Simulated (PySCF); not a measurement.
CH3Si, SMILES [Si]C (connectivity only; charge and spin as stated), neutral, multiplicity 2.

Geometry: PBE0-D3(BJ)/def2-TZVP. The isomer is the one that the SMILES or the coordinates give; other isomers of the formula were not compared.

All values below come from PBE0-D3(BJ)/def2-TZVP (PySCF 2.14.0).

Frequencies are harmonic and unscaled.

```json
[
 {"mode": "1", "ν (cm⁻¹)": "498", "IR (km/mol)": "1.9", "moving atoms (share of kinetic energy)": "H 78 %, C 17 %"},
 {"mode": "2", "ν (cm⁻¹)": "604", "IR (km/mol)": "4.3", "moving atoms (share of kinetic energy)": "H 82 %, C 16 %"},
 {"mode": "3", "ν (cm⁻¹)": "687", "IR (km/mol)": "54.3", "moving atoms (share of kinetic energy)": "C 47 %, Si 31 %, H 21 %"},
 {"mode": "4", "ν (cm⁻¹)": "1231", "IR (km/mol)": "23.5", "moving atoms (share of kinetic energy)": "H 81 %, C 19 %"},
 {"mode": "5", "ν (cm⁻¹)": "1339", "IR (km/mol)": "11.0", "moving atoms (share of kinetic energy)": "H 97 %"},
 {"mode": "6", "ν (cm⁻¹)": "1431", "IR (km/mol)": "19.2", "moving atoms (share of kinetic energy)": "H 94 %"},
 {"mode": "7", "ν (cm⁻¹)": "2984", "IR (km/mol)": "1.1", "moving atoms (share of kinetic energy)": "H 96 %"},
 {"mode": "8", "ν (cm⁻¹)": "3075", "IR (km/mol)": "12.7", "moving atoms (share of kinetic energy)": "H 93 %"},
 {"mode": "9", "ν (cm⁻¹)": "3116", "IR (km/mol)": "2.0", "moving atoms (share of kinetic energy)": "H 91 %, C 9 %"}
]
```
